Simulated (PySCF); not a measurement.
A GIAO shielding run with PySCF 2.14 (density fitting, non-relativistic, gas phase) on `N(C)(C)[C@@H]1CN[Si@H](O)C1`, C5H14N2OSi:

```
$ OMP_NUM_THREADS=1 python probes_run.py task.json out

{"job": {"kind": "nmr", "xc": "PBE0", "basis": "pcSseg-1"}, "charge": 0, "multiplicity": 1}
C      2.206745    -1.102198    -0.109341
N      1.473413     0.149005    -0.103493
C      1.950106     0.999616    -1.176731
C      0.029983    -0.056692    -0.175509
C     -0.716708     1.285911    -0.061742
N     -2.034832     1.041152     0.485209
Si    -2.360126    -0.579706     0.929341
O     -3.224374    -0.723752     2.298677
C     -0.503187    -0.960819     0.934315
H      3.273241    -0.882564    -0.078582
H      1.954913    -1.684570     0.772991
H      2.001606    -1.709027    -1.006345
H      3.029716     1.109653    -1.084648
H      1.725547     0.586687    -2.173861
H      1.501303     1.986384    -1.098804
H     -0.248004    -0.517312    -1.145980
H     -0.789255     1.772697    -1.039851
H     -0.155106     1.945441     0.612792
H     -2.712898     1.753441     0.275725
H     -3.157964    -1.423811     0.044055
H     -2.952149    -0.278335     3.097286
H     -0.265611    -2.002289     0.736222
H     -0.031112    -0.681928     1.876760
```

Hardware: 1 thread of an Arm Neoverse N1, shared host. The job also computes population analyses, field gradients, ring-centre shieldings.

**Question.** How large is the calculation?

**Answer.** 80 electrons, 230 basis functions and 1205 auxiliary functions.

**Question.** How long does it take, and how much memory does it need?

**Answer.** 100 s of wall time, with 14 SCF cycles and 4 response iterations; peak memory 1.1 GiB. Times on a shared host scatter by some tens of per cent.
